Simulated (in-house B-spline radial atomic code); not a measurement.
# How G0W0 and RPA depend on the start: Sn4+

Configuration [Kr] 4d10. Computed with a B-spline radial code for spherical atoms: all electrons, non-relativistic, point nucleus, each spin shell either full or empty, empty states to l = 9 with an (l + 1/2)⁻⁴ tail; G0W0 by contour deformation at full frequency.

Without relativity these are model numbers: it shifts the levels of so heavy an element strongly and can reorder them.

```json
{"start": "Hartree-Fock", "mean-field 4d (eV)": "-78.27", "G0W0 (eV)": "-78.44", "QP weight": "0.969", "RPA correlation (Eh)": "-3.3079"}
{"start": "LDA VWN5", "mean-field 4d (eV)": "-68.66", "G0W0 (eV)": "-78.18", "QP weight": "0.946", "RPA correlation (Eh)": "-3.5815"}
{"start": "PBE", "mean-field 4d (eV)": "-68.43", "G0W0 (eV)": "-78.04", "QP weight": "0.946", "RPA correlation (Eh)": "-3.576"}
{"start": "PBE0", "mean-field 4d (eV)": "-71.23", "G0W0 (eV)": "-78.13", "QP weight": "0.955", "RPA correlation (Eh)": "-3.5019"}
{"start": "r2SCAN", "mean-field 4d (eV)": "-69.02", "G0W0 (eV)": "-77.97", "QP weight": "0.950", "RPA correlation (Eh)": "-3.5263"}
{"start": "HSE06", "mean-field 4d (eV)": "-70.79", "G0W0 (eV)": "?", "QP weight": "?", "RPA correlation (Eh)": "?"}
{"start": "B3LYP (VWN-RPA)", "mean-field 4d (eV)": "-70.70", "G0W0 (eV)": "-78.22", "QP weight": "0.952", "RPA correlation (Eh)": "-3.5183"}
{"start": "SCAN", "mean-field 4d (eV)": "-68.96", "G0W0 (eV)": "-77.95", "QP weight": "0.950", "RPA correlation (Eh)": "-3.5234"}
{"start": "TPSS", "mean-field 4d (eV)": "-68.43", "G0W0 (eV)": "-78.04", "QP weight": "0.947", "RPA correlation (Eh)": "-3.5612"}
{"start": "BHandHLYP", "mean-field 4d (eV)": "-73.86", "G0W0 (eV)": "?", "QP weight": "?", "RPA correlation (Eh)": "?"}
{"start": "CAM-B3LYP", "mean-field 4d (eV)": "-72.66", "G0W0 (eV)": "-78.36", "QP weight": "0.957", "RPA correlation (Eh)": "-3.4903"}
{"start": "LC-wPBE", "mean-field 4d (eV)": "-73.78", "G0W0 (eV)": "-78.35", "QP weight": "0.960", "RPA correlation (Eh)": "-3.4931"}
{"start": "wB97X", "mean-field 4d (eV)": "-73.52", "G0W0 (eV)": "-78.18", "QP weight": "0.961", "RPA correlation (Eh)": "-3.4767"}
{"start": "PBEsol", "mean-field 4d (eV)": "-68.40", "G0W0 (eV)": "-78.08", "QP weight": "0.946", "RPA correlation (Eh)": "-3.5778"}
{"start": "BLYP", "mean-field 4d (eV)": "-68.27", "G0W0 (eV)": "-78.14", "QP weight": "0.944", "RPA correlation (Eh)": "-3.5781"}
{"start": "r2SCAN0", "mean-field 4d (eV)": "-71.65", "G0W0 (eV)": "-78.09", "QP weight": "0.957", "RPA correlation (Eh)": "-3.4689"}
{"start": "LDA exchange-only", "mean-field 4d (eV)": "-66.82", "G0W0 (eV)": "-78.37", "QP weight": "0.942", "RPA correlation (Eh)": "-3.5815"}
```

What G0W0 level, weight and RPA correlation energy follow from the HSE06 start?

G0W0 level -78.14 eV, weight 0.953, RPA correlation -3.5071 hartree.

What G0W0 level, weight and RPA correlation energy follow from the BHandHLYP start?

G0W0 level -78.32 eV, weight 0.960, RPA correlation -3.4343 hartree.

How much of the dependence on the start does G0W0 remove?

The mean-field levels span 11.5 eV and the G0W0 levels 0.493 eV. Against 77.03 ± 0.04 eV (NIST, measured) the G0W0 removal energies are off by +0.92 to +1.41 eV, with relativity, Breit and QED terms left out.
